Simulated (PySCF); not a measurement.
**BiC⁻ from Hartree–Fock to correlated methods**

State: ¹Σ⁺ (singlet), closed shell. Set-up: Bi aug-cc-pVDZ-PP with ECP60, C aug-cc-pVDZ; scalar-relativistic core potentials (PySCF 2.14). De refers to Bi + C⁻ in their high-spin ground configurations, without counterpoise correction. A positive dipole points towards C; it is taken about the centre of mass and depends on that origin.

| Level | Re (Å) | ωe (cm⁻¹) | De (eV) | μ (D) | CPU s a point (SCF and correlation, without the integrals) |
| --- | --- | --- | --- | --- | --- |
| RHF | 1.991 | 818 | n/a | -5.09 | 0.06 |
| RHF-MP2 | 2.039 | 742 | 4.11 | n/a | 0.089 |
| RHF-SCS-MP2 | 2.038 | 742 | n/a | n/a | n/a |
| RHF-CCSD | 2.029 | 740 | 3.21 | n/a | n/a |
| RHF-CCSD(T) | 2.058 | 682 | 3.74 | n/a | 1.3 |
| PBE | 2.042 | 709 | 4.30 | -4.93 | 0.36 |
| BP86 | 2.045 | 704 | 4.38 | -4.87 | 0.3 |
| TPSS | 2.039 | 715 | 4.05 | -4.93 | 0.49 |
| r²SCAN | 2.026 | 739 | 3.61 | -4.96 | 0.45 |
| r²SCANh | 2.017 | 755 | 3.44 | -5.03 | 0.66 |
| PBE0 | 2.010 | 764 | 3.68 | -5.13 | 0.73 |
| CAM-B3LYP | 1.994 | 791 | 3.64 | -5.34 | 0.7 |

The bond length runs from 1.991 Å (RHF) to 2.058 Å (RHF-CCSD(T)). De spans 3.21 eV (RHF-CCSD, coupled cluster) to 4.38 eV (BP86, GGA).

Correlated steps freeze 5 core orbitals. Correlated levels converge slowly with the basis: in double zeta they bind strong bonds too weakly, by up to about 1 eV, and carry superposition errors of some tenths. These are scalar-relativistic numbers at best; spin–orbit coupling would shift them, the dissociation energy most. For an ion De counts to the pair picked by the measured ionisation energies or electron affinities, which need not be the lowest pair at this level. Where the molecule has an RHF reference, its open-shell atoms are computed with UHF. The highest Kohn–Sham level is positive in this anion. Much of that is self-interaction error, but it also means that the finite basis helps to hold the extra electron. The CCSD T1 diagnostic is raised, a sign that a single reference may not be enough here.

The whole job (state search and all levels along the bond) took about 1.4 min on 1 thread of Intel Xeon 6975P-C (shared host), peak memory 0.75 GiB.
